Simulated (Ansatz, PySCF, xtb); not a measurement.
Reaction (SMILES): [SiH2-]O[SiH2]O[SiH3] -> [SiH3]O[SiH-]O[SiH3]
Each molecule is optimised on its own at B3LYP-D3(BJ)/def2-TZVP (Ansatz, a first-principles code), one conformer each, not searched for the lowest. Frequencies are from Ansatz or PySCF.

Wanted: isomerisation energy (enthalpy at 298 K, with B3LYP-D3(BJ) rigid-rotor harmonic-oscillator terms), in kcal/mol. Correlated levels leave the core frozen unless marked. Spin-orbit coupling is left out. Non-relativistic. Anions need diffuse functions: aug- sets have them; def2-D sets add few; the other sets have none. CBS(X,Y): correlation extrapolated as X^-3; Hartree-Fock from the larger set.

```
level                                         program  isomerisation energy (kcal/mol)
--------------------------------------------  -------  -------------------------------
GFN2-xTB                                          xtb                             -6.6
PBE0/def2-TZVPD                                Ansatz                                …
wB97X-V/def2-TZVPD                             Ansatz                              2.2
CCSD/aug-cc-pV(Q+d)Z                           Ansatz                                …
CCSD(T)/CBS(aug-cc-pV(T+d)Z,aug-cc-pV(Q+d)Z)   Ansatz                              2.9
```

Problem. Complete the blanks.

Solution. 
- PBE0/def2-TZVPD, isomerisation energy (kcal/mol): 2.8
- CCSD/aug-cc-pV(Q+d)Z, isomerisation energy (kcal/mol): 3.0
